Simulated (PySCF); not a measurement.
A structure optimised at B3LYP-D3(BJ)/def2-TZVP, used in a PySCF frequency run:

```
Si
O 1 1.6579
H 1 1.4810 2 112.66
H 1 1.4810 3 110.23 2 -126.77
H 1 1.4912 3 110.24 4 -121.93
```
Charge 0, spin multiplicity 2.

Question: Write its SMILES, formula and point group.

Answer: [O][SiH3], H3OSi, Cs

Question: What are its rotational constants (standard atomic weights)?

Answer: 85.206, 14.739, 14.731 GHz
